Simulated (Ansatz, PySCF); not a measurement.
System: C4H4N, net charge 0, doublet state. It need not be the lowest isomer of its formula. 
Coordinates optimised at B3LYP-D3(BJ)/def2-TZVP (Ansatz, an electronic-structure program):
```xyz
9

C     -2.2508    -0.0276    -0.1157
C     -1.1103     0.1275     0.4918
C      0.1292    -0.7127     0.2056
C      1.2705     0.1134    -0.1776
N      2.1594     0.7800    -0.4729
H     -2.6905    -0.6386    -0.8876
H     -0.9896     0.8868     1.2610
H     -0.0702    -1.4333    -0.5884
H      0.4032    -1.2786     1.1008
```
Charge 0, spin multiplicity 2.

Total electronic energies in hartree. Valence correlation only, unless marked. Open shells are spin-unrestricted. Spin-orbit coupling is left out. Non-relativistic. CBS(X,Y): correlation extrapolated as X^-3; Hartree-Fock from the larger set. The bracket is a focal-point correction in the basis named.

The UHF reference is spin-contaminated (<S^2> 0.18 over the pure value in the largest basis). 

| level | program | energy (Eh) |
|---|---|---|
| PBE/def2-TZVPD | PySCF | -209.26472 |
| B97M-V/def2-TZVPD | Ansatz | … |
| PBE0/def2-QZVPP | Ansatz | -209.28928 |
| r2SCAN0/def2-TZVPD | Ansatz | … |
| HSE06-D3(BJ)/def2-TZVPD | Ansatz + dftd3 | -209.26978 |
| wB97M-V/def2-TZVPD | Ansatz | -209.45067 |
| RPA@PBE/cc-pVTZ | Ansatz | -209.45554 |
| RPA@PBE/cc-pVQZ | Ansatz | -209.56116 |
| RI-MP2/cc-pVTZ | Ansatz | -209.00561 |
| RI-MP2/cc-pVQZ | Ansatz | -209.06961 |
| SCS-MP2/6-31G | Ansatz | -208.49258 |
| SCS-MP2/cc-pVDZ | Ansatz | -208.79577 |
| CCSD/STO-3G | Ansatz | -205.89860 |
| CCSD(T)/6-31G* | Ansatz | -208.84820 |
| RI-MP2/CBS(cc-pVTZ,cc-pVQZ)+[CCSD(T)-MP2]/cc-pVTZ | Ansatz | -209.1835 |

### Question
What belongs in the gaps?

### Answer

- B97M-V/def2-TZVPD, energy (Eh): -209.52811
- r2SCAN0/def2-TZVPD, energy (Eh): -209.38301
